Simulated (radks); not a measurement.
The nuclear charge of the tantalum ion Ta2+ is varied continuously with 71 electrons held in [Xe] 4f14 5d3. All-electron calculation, scalar-relativistic Kohn-Sham, PBEsol, spin-polarised, spherical densities, finite nucleus; open shells are filled with parallel spins first (spin-orbit coupling, left out, can overturn this in heavy ions); Fermi nuclear charge, rms radius 5.3507 fm. Program: a radial shooting solver on a logarithmic mesh with Libxc functionals. By the Hellmann-Feynman theorem dE/dZ = E(electron-nucleus)/Z, the electronic potential at the nucleus (averaged over a nucleus of fixed radius). The scalar-relativistic energy here is not variational (the density holds large components alone), so the two differ by a part that grows with Z.

| Z | E (hartree) | E(electron-nucleus)/Z (hartree) | HOMO | e(HOMO) (eV) | <r> HOMO (bohr) |
|---|---|---|---|---|---|
| 72 | -15071.2927 | -516.225 | 5d | -8.636 | 2.351 |
| 72.1 | -15123.3483 | -517.313 | 5d | -9.564 | 2.300 |
| 72.2 | -15175.5147 | -518.401 | 5d | -10.525 | 2.253 |
| 72.3 | -15227.7919 | -519.490 | 5d | -11.515 | 2.209 |
| 72.4 | -15280.1799 | -520.578 | 5d | -12.535 | 2.168 |
| 72.5 | -15332.6788 | -521.667 | 5d | -13.582 | 2.130 |
| 72.6 | -15385.2885 | -522.755 | 5d | -14.657 | 2.094 |
| 72.7 | -15438.0092 | -523.844 | 5d | -15.758 | 2.060 |
| 72.8 | -15490.8407 | -524.933 | 5d | -16.884 | 2.028 |
| 72.9 | -15543.7832 | -526.023 | 5d | -18.034 | 1.998 |
| 73 | -15596.8367 | -527.112 | 5d | -19.209 | 1.970 |
| 73.1 | -15650.0013 | -528.202 | 5d | -20.407 | 1.943 |
| 73.2 | -15703.2768 | -529.292 | 5d | -21.627 | 1.917 |
| 73.3 | -15756.6636 | -530.383 | 5d | -22.869 | 1.892 |
| 73.4 | -15810.1614 | -531.474 | 5d | -24.133 | 1.869 |
| 73.5 | -15863.7705 | -532.566 | 5d | -25.418 | 1.846 |
| 73.6 | -15917.4909 | -533.658 | 5d | -26.724 | 1.825 |
| 73.7 | -15971.3226 | -534.750 | 5d | -28.050 | 1.804 |
| 73.8 | -16025.2657 | -535.843 | 5d | -29.396 | 1.784 |
| 73.9 | -16079.3202 | -536.937 | 5d | -30.761 | 1.765 |
| 74 | -16133.4863 | -538.031 | 5d | -32.146 | 1.746 |

The central difference of E at Z = 73 is -531.090 hartree, to compare with the third column; the second derivative is -11.1 hartree.
